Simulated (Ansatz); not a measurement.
A search over several starts for the lowest SCF solution of the cluster Rh₅ at the given spin, in a small basis.

```yaml
crystal:
  periodic: [false, false, false]
  atoms:
    - {symbol: Rh, position_ang: [-1.384274, 0.538886, -0.889467]}
    - {symbol: Rh, position_ang: [1.162673, 0.578119, -0.827715]}
    - {symbol: Rh, position_ang: [-0.260270, -1.595730, -0.711178]}
    - {symbol: Rh, position_ang: [0.830126, -0.795779, 1.293963]}
    - {symbol: Rh, position_ang: [-0.348254, 1.274503, 1.134397]}
basis:
  gaussian: {orbitals: def2-SVP, initial_orbitals: start.molden}
magnetization: {spin_polarized: true, initial_magnetization: 1}
hamiltonian: {xc: pbe, dispersion: d4}
output: {orbitals: {seedname: orbitals}}
```

The file start.molden holds the orbitals of an earlier run on this structure, at another level or in another basis.

```sh
$ ansatz run in.yaml --threads 4 --pin off --events-out ev --progress --plain --max-ram 4787MiB
```

Output, abridged:

```
Functional definition: PBE
1560 factors; their error is unknown
mean field evaluation 1: about -15024.2438 eV, gradient 1.3e2 eV
mean field evaluation 2: about -15032.2923 eV, gradient 1.2e1 eV
mean field evaluation 4: about -15041.4696 eV, gradient 6.4e0 eV
mean field evaluation 8: about -15044.0338 eV, gradient 5.3e-1 eV
mean field evaluation 16: about -15044.2868 eV, gradient 1.3e-1 eV
mean field evaluation 32: about -14191.6017 eV, gradient 4.1e2 eV
mean field evaluation 64: about -15044.3607 eV, gradient 1.1e-3 eV
mean field evaluation 96: about -14979.1150 eV, gradient 7.3e1 eV
mean field evaluation 128: about -14957.5174 eV, gradient 9.2e1 eV
mean field evaluation 160: about -14922.6479 eV, gradient 5.2e1 eV
mean field evaluation 192: about -14986.1587 eV, gradient 7.7e1 eV
mean field evaluation 224: about -14967.2862 eV, gradient 6.7e1 eV
mean field evaluation 256: about -14929.8215 eV, gradient 8.2e1 eV
mean field evaluation 288: about -14937.2859 eV, gradient 8.5e1 eV
mean field evaluation 320: about -14978.6190 eV, gradient 6.6e1 eV
mean field evaluation 352: about -14965.0594 eV, gradient 6.2e1 eV
mean field evaluation 384: about -14986.2273 eV, gradient 7.6e1 eV
mean field evaluation 416: about -14992.6203 eV, gradient 8.0e1 eV
mean field evaluation 448: about -14936.9344 eV, gradient 8.5e1 eV
mean field evaluation 480: about -14943.7986 eV, gradient 8.8e1 eV
mean field evaluation 512: about -14968.3978 eV, gradient 6.7e1 eV
mean field evaluation 544: about -14955.5315 eV, gradient 6.2e1 eV
mean field evaluation 576: about -14968.8652 eV, gradient 6.0e1 eV
mean field evaluation 608: about -14954.2007 eV, gradient 5.7e1 eV
mean field evaluation 640: about -14985.9810 eV, gradient 7.6e1 eV
mean field evaluation 672: about -14993.2539 eV, gradient 7.9e1 eV
mean field evaluation 704: about -15027.4461 eV, gradient 1.1e1 eV
mean field evaluation 736: about -15044.3068 eV, gradient 1.9e-1 eV
mean field evaluation 768: about -15044.2866 eV, gradient 2.1e-2 eV
mean field evaluation 800: about -14946.3002 eV, gradient 1.5e2 eV
mean field evaluation 832: about -15043.4262 eV, gradient 1.1e1 eV
mean field evaluation 864: about -15044.3512 eV, gradient 1.7e-1 eV
mean field evaluation 896: about -15043.9902 eV, gradient 4.3e0 eV
mean field evaluation 928: about -15044.1240 eV, gradient 3.0e-1 eV
mean field evaluation 960: about -15044.2868 eV, gradient 1.2e-2 eV
mean field -15044.36067847 eV, -552.8700574998 hartree, gradient 2.9e-6 eV, S^2 2.278279; 15 other end points of the search recorded, 0 dependent functions left out
reference -15044.36072130 eV, -552.8700590737 hartree; 43, 42 occupied and 112, 113 virtual orbitals, 1560 factors
Total energy: -15044.69120094 eV, -552.8822039765 hartree
```

It took 4.9 min on 4 threads of Arm Neoverse V2 on a shared host, peak host memory 0.65 GiB.

Other converged states that the search met: 0.07 eV higher (⟨S²⟩ = 2.04), 0.07 eV higher (⟨S²⟩ = 2.54).

In the def2 sets Rh takes a core potential; there is no spin–orbit coupling. The charge 0 doublet is spin-contaminated (final ⟨S²⟩ up to 2.28, 0.75 for a pure state). The gap within one spin of the charge 0 doublet nearly closes, so an electron or hole may be smeared out by delocalisation error. The structure comes from a short search, and lower isomers may exist.
